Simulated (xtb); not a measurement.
xtb input (GFN2-xTB):

```bash
xtb mol.xyz --gfn 2 --ohess tight --chrg 0 --uhf 0
```
mol.xyz:
```
13

C      2.06862878     0.46227420     1.69265722
O      1.05241168    -0.45299100     1.30379470
Ge    -0.03631783    -0.01296891    -0.10145795
Cl     1.13761849     0.40449830    -1.80768333
Cl    -1.27516480    -1.80680968    -0.35710478
O     -0.96535292     1.41334290     0.24211246
C     -1.93759001     1.40112500     1.25669852
H      1.63010128     1.46650720     1.89637448
H      2.57809513     0.04048932     2.57033399
H      2.78265839     0.55755882     0.90275732
H     -2.41883450     2.40626371     1.32972686
H     -2.75782079     0.68533847     1.08112964
H     -1.44108714     1.17933587     2.22135890
```

Output:

```
           -------------------------------------------------
          |                Calculation Setup                |
           -------------------------------------------------

           -------------------------------------------------
          |                 G F N 2 - x T B                 |
           -------------------------------------------------

        Reference                      10.1021/acs.jctc.8b01176
      * Hamiltonian:
        H0-scaling (s, p, d)           1.850000    2.230000    2.230000
        zeta-weighting                 0.500000
      * Dispersion:
        s8                             2.700000
        a1                             0.520000
        a2                             5.000000
        s9                             5.000000
      * Repulsion:
        kExp                           1.500000    1.000000
        rExp                           1.000000
      * Coulomb:
        alpha                          2.000000
        third order                    shell-resolved
        anisotropic                    true
        a3                             3.000000
        a5                             4.000000
        cn-shift                       1.200000
        cn-exp                         4.000000
        max-rad                        5.000000

          ...................................................
          :                      SETUP                      :
          :.................................................:
          :  # basis functions                  52          :
          :  # atomic orbitals                  49          :
          :  # shells                           23          :
          :  # electrons                        44          :
          :  max. iterations                   250          :
          :  Hamiltonian                  GFN2-xTB          :
          :  restarted?                      false          :
          :  GBSA solvation                  false          :
          :  PC potential                    false          :
          :  electronic temp.          300.0000000     K    :
          :  accuracy                    1.0000000          :
          :  -> integral cutoff          0.2500000E+02      :
          :  -> integral neglect         0.1000000E-07      :
          :  -> SCF convergence          0.1000000E-05 Eh   :
          :  -> wf. convergence          0.1000000E-03 e    :
          :  Broyden damping             0.4000000          :
          :  net charge                          0          :
          :  unpaired electrons                  0          :
          ...................................................

 iter      E             dE          RMSdq      gap      omega  full diag
   1    -26.2117856 -0.262118E+02  0.692E+00    4.30       0.0  T
   2    -25.9068459  0.304940E+00  0.680E+00    6.84       1.0  T
   3    -26.7170902 -0.810244E+00  0.294E+00    4.78       1.0  T
   4    -26.7318086 -0.147184E-01  0.462E-01    4.86       1.0  T
   5    -26.7319477 -0.139079E-03  0.251E-01    4.86       1.0  T
   6    -26.7319215  0.261851E-04  0.113E-01    4.85       1.0  T
[...]
  17 Cl  32 Ge          2     2.0909577     2.0909979     2.0909175

           -------------------------------------------------
          |               Frequency Printout                |
           -------------------------------------------------
 projected vibrational frequencies (cm⁻¹)
eigval :       -0.00    -0.00    -0.00     0.00     0.00     0.00
eigval :       41.39    65.62    72.96    74.16    86.78    95.42
eigval :      112.05   152.57   203.14   265.08   288.55   342.68
eigval :      394.87   448.55   465.42  1028.03  1035.32  1127.00
eigval :     1127.64  1131.24  1131.92  1403.36  1403.56  1465.06
eigval :     1465.41  1473.96  1476.03  2951.88  2953.15  2959.98
eigval :     2960.45  2985.77  2985.94
 reduced masses (amu)
   1: 30.93   2: 38.69   3: 43.92   4: 30.22   5: 25.24   6: 23.91   7: 11.75   8: 12.75
   9:  4.29  10:  5.33  11: 20.69  12: 26.49  13: 38.32  14: 33.50  15: 16.55  16: 21.22
  17: 21.82  18: 38.99  19: 52.32  20: 25.77  21: 30.84  22: 13.53  23: 13.40  24:  3.56
  25:  3.55  26:  4.02  27:  4.06  28:  2.31  29:  2.31  30:  1.54  31:  1.54  32:  1.58
  33:  1.58  34:  1.95  35:  1.96  36:  1.48  37:  1.50  38:  1.69  39:  1.69
 IR intensities (km·mol⁻¹)
   1:  0.10   2:  0.19   3:  0.05   4:  0.40   5:  0.07   6:  0.34   7:  1.96   8:  2.15
   9:  0.52  10:  0.26  11:  1.36  12:  4.92  13:  2.89  14: 16.08  15: 24.34  16: 10.56
  17: 42.36  18: 16.37  19: 83.06  20: 64.77  21:133.53  22:158.81  23: 94.94  24:  1.50
  25:  0.57  26: 18.72  27: 10.74  28:  0.47  29:  0.45  30:  4.40  31:  9.97  32:  6.25
  33:  0.94  34: 13.54  35: 33.40  36:  2.89  37: 49.72  38: 13.19  39: 22.62
 Raman intensities (Ä⁴*amu⁻¹)
   1:  0.00   2:  0.00   3:  0.00   4:  0.00   5:  0.00   6:  0.00   7:  0.00   8:  0.00
Molecule has the following symmetry elements: (C2)
It seems to be the C2 point group
   9:  0.00  10:  0.00  11:  0.00  12:  0.00  13:  0.00  14:  0.00  15:  0.00  16:  0.00
  17:  0.00  18:  0.00  19:  0.00  20:  0.00  21:  0.00  22:  0.00  23:  0.00  24:  0.00
  25:  0.00  26:  0.00  27:  0.00  28:  0.00  29:  0.00  30:  0.00  31:  0.00  32:  0.00
  33:  0.00  34:  0.00  35:  0.00  36:  0.00  37:  0.00  38:  0.00  39:  0.00
 output can be read by thermo (or use thermo option).
 writing <g98.out> molden fake output.
 recommended (thermochemical) frequency scaling factor: 1.0
           -------------------------------------------------
          |             Thermodynamic Functions             |
           -------------------------------------------------

c2  symmetry found (for desy threshold:  0.10E+00) used in thermo

          ...................................................
          :                      SETUP                      :
          :.................................................:
          :  # frequencies                          33      :
          :  # imaginary freq.                       0      :
          :  linear?                             false      :
          :  only rotor calc.                    false      :
          :  symmetry                               c2      :
          :  rotational number                       2      :
          :  scaling factor                  1.0000000      :
          :  rotor cutoff                   50.0000000 cm⁻¹ :
          :  imag. cutoff                  -20.0000000 cm⁻¹ :
          :.................................................:

    mode    ω/cm⁻¹     T·S(HO)/kcal·mol⁻¹    T·S(FR)/kcal·mol⁻¹   T·S(vib)
   ------------------------------------------------------------------------
       1     41.39    -1.54784 ( 31.95%)    -1.11227 ( 68.05%)    -1.25144
       2     65.62    -1.27625 ( 74.79%)    -0.97584 ( 25.21%)    -1.20052
       3     72.96    -1.21399 ( 81.93%)    -0.94444 ( 18.07%)    -1.16529
       4     74.16    -1.20447 ( 82.87%)    -0.93962 ( 17.13%)    -1.15911
       5     86.78    -1.11253 ( 90.07%)    -0.89310 (  9.93%)    -1.09074
       6     95.42    -1.05715 ( 92.99%)    -0.86497 (  7.01%)    -1.04367
       7    112.05    -0.96396 ( 96.19%)    -0.81742 (  3.81%)    -0.95837
       8    152.57    -0.78709 ( 98.86%)    -0.72599 (  1.14%)    -0.78639
       9    203.14    -0.62746 ( 99.63%)    -0.64121 (  0.37%)    -0.62751
      10    265.08    -0.48540 ( 99.87%)    -0.56237 (  0.13%)    -0.48550
      11    288.55    -0.44199 ( 99.91%)    -0.53724 (  0.09%)    -0.44208
   ------------------------------------------------------------------------

   temp. (K)  partition function   enthalpy   heat capacity  entropy
                                   cal/mol     cal/K/mol   cal/K/mol   J/K/mol
 298.15  VIB  0.466E+05             5603.743     27.444     38.455
         ROT  0.360E+06              888.752      2.981     28.404
         INT  0.168E+11             6492.495     30.425     66.859
         TR   0.285E+28             1481.254      4.968     41.847
         TOT                        7973.7491    35.3927   108.7063   454.8272

       T/K    H(0)-H(T)+PV         H(T)/Eh          T*S/Eh         G(T)/Eh
   ------------------------------------------------------------------------
    298.15    0.127070E-01    0.951195E-01    0.516499E-01    0.434696E-01
   ------------------------------------------------------------------------

         :::::::::::::::::::::::::::::::::::::::::::::::::::::
         ::                  THERMODYNAMIC                  ::
         :::::::::::::::::::::::::::::::::::::::::::::::::::::
         :: total free energy         -26.577284579536 Eh   ::
         ::.................................................::
         :: total energy              -26.620754229398 Eh   ::
         :: zero point energy           0.082412551183 Eh   ::
         :: G(RRHO) w/o ZPVE           -0.038942901322 Eh   ::
         :: G(RRHO) contrib.            0.043469649861 Eh   ::
         :::::::::::::::::::::::::::::::::::::::::::::::::::::

optimized geometry written to: xtbopt.xyz
Note: The following floating-point exceptions are signalling: IEEE_UNDERFLOW_FLAG IEEE_DENORMAL
normal termination of xtb

           -------------------------------------------------
          | TOTAL ENERGY              -26.620754229398 Eh   |
          | TOTAL ENTHALPY            -26.525634700169 Eh   |
          | TOTAL FREE ENERGY         -26.577284579536 Eh   |
          | GRADIENT NORM               0.000140788214 Eh/α |
          | HOMO-LUMO GAP               5.390001582546 eV   |
           -------------------------------------------------

------------------------------------------------------------------------
------------------------------------------------------------------------
 total:
 SCF:
 ANC optimizer:
 analytical hessian:
```
